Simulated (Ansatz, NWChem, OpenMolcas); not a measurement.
## TlCl (SMILES [Cl][Tl]): methods side by side

The species is TlCl (2 atoms), meant as a singlet with charge 0. As SMILES, `[Cl][Tl]`. The bond length is the measured one.

| atom | x (Å) | y (Å) | z (Å) |
| --- | --- | --- | --- |
| Cl | 0.0000 | 0.0000 | 0.0000 |
| Tl | 0.0000 | 0.0000 | 2.4848 |

Quantity: the vertical energy of the triplet above the singlet, in eV. The values are calculated.

| level | kind | program | value (eV) |
| --- | --- | --- | --- |
| revPBE/def2-TZVPP (core potential) | GGA | Ansatz | 4.09 |
| TPSS/def2-TZVPP (core potential) | meta-GGA | OpenMolcas | 4.10 |
| r2SCAN/def2-TZVPP (core potential) | meta-GGA | Ansatz | 4.05 |
| PBE0/def2-TZVPP (core potential) | global hybrid | NWChem | 4.06 |
| BHLYP/def2-TZVPP (core potential) | global hybrid | OpenMolcas | 4.06 |
| CAM-B3LYP/def2-TZVPP (core potential) | range-separated hybrid | Ansatz | 4.12 |
| PBE-QIDH/def2-TZVPP (core potential) | double hybrid | Ansatz | 4.15 |
| RPA@PBE0/def2-TZVPP (core potential) | RPA | Ansatz | 4.09 |
| MP2/def2-TZVPP (core potential) | perturbation theory | Ansatz | 4.42 |
| BCCD(T)/def2-TZVPP (core potential) | coupled cluster or CI | Ansatz | 4.15 |

Spin-orbit coupling, which can split open shells on such heavy atoms by tenths of an eV, is left out. The values span 4.05 to 4.42 eV.
